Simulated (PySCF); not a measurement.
A side-by-side comparison of computed properties.

First species: C5H9N.
SMILES: `C=CN=C(C)C`

Second species: o-tolunitrile, C₈H₇N.
Structure used (GFN2-xTB), in Å, numbered top down from 1:
```xyz
16
C8H7N angstrom
C      1.9766    0.8190    0.1355
C      0.5392    0.4155    0.0389
C     -0.4808    1.3531   -0.0161
C     -1.8075    0.9643   -0.1055
C     -2.1425   -0.3798   -0.1424
C     -1.1466   -1.3354   -0.0893
C      0.1882   -0.9418   -0.0003
C      1.1950   -1.9326    0.0531
N      2.0079   -2.7405    0.0958
H      2.0754    1.9015    0.1563
H      2.4276    0.4073    1.0382
H      2.5395    0.4301   -0.7131
H     -0.2321    2.4041    0.0127
H     -2.5836    1.7142   -0.1468
H     -3.1764   -0.6821   -0.2116
H     -1.3875   -2.3880   -0.1168
```

Levels: PBE0/def2-SVPD for dipole moment, HOMO energy, LUMO energy, HOMO–LUMO gap, static isotropic polarisability and electronic spatial extent ⟨r²⟩ about the centre of nuclear charge; TDDFT PBE0/def2-SVPD for lowest singlet excitation; TDA PBE0/def2-SVPD for lowest triplet excitation (Tamm–Dancoff); GFN2-xTB for rotational constant A and rotational constant C. Geometries: GFN2-xTB. Each structure is a single optimised conformer of the isolated species, non-relativistic unless stated. Electronic properties by PySCF.

The conformers computed, where there is a choice (atom-mapped SMILES and torsion angles):
- `[CH2:1]=[CH:2][N:3]=[C:4]([CH3:5])[CH3:6]`: C1–C2–N3–C4 62°

Values for the first species:

| Property | Result |
| --- | --- |
| Dipole moment | 1.94 D |
| HOMO energy | -6.32 eV |
| LUMO energy | -0.36 eV |
| HOMO–LUMO gap | 5.96 eV |
| Lowest singlet excitation | 4.55 eV |
| Lowest triplet excitation (Tamm–Dancoff) | 3.53 eV |
| Static isotropic polarisability | 71.9 au |
| Electronic spatial extent ⟨r²⟩ about the centre of nuclear charge | 675 bohr² |
| Rotational constant A | 7.154 GHz |
| Rotational constant C | 1.966 GHz |

Problem. Estimate the same properties for the second species, and the change in each.

Solution. 
```csv
property,first,second,second less first
dipole moment,1.94 D,4.35 D,+2.41 D
HOMO energy,-6.32 eV,-7.63 eV,-1.31 eV
LUMO energy,-0.36 eV,-1.55 eV,-1.19 eV
HOMO–LUMO gap,5.96 eV,6.08 eV,+0.12 eV
lowest singlet excitation,4.55 eV,5.08 eV,+0.53 eV
lowest triplet excitation (Tamm–Dancoff),3.53 eV,3.73 eV,+0.20 eV
static isotropic polarisability,71.9 au,95.3 au,+23.4 au
electronic spatial extent ⟨r²⟩ about the centre of nuclear charge,675 bohr²,1124 bohr²,+449 bohr²
rotational constant A,7.154 GHz,2.927 GHz,-4.227 GHz
rotational constant C,1.966 GHz,1.010 GHz,-0.956 GHz
```

On the first: No computed singlet falls in the visible range (750 to 380 nm, 1.65 to 3.26 eV); S1 lies 1.29 eV above its blue end. S1 lies 1.41 eV below the HOMO–LUMO gap; its leading configuration is HOMO→LUMO, weight 0.88.

On the second: The principal polarisabilities are 56.3, 101.2 and 128.3 au; their mean is the isotropic value. In atomic units the dipole is 1.71 e·bohr (1 au = 2.5417 D).
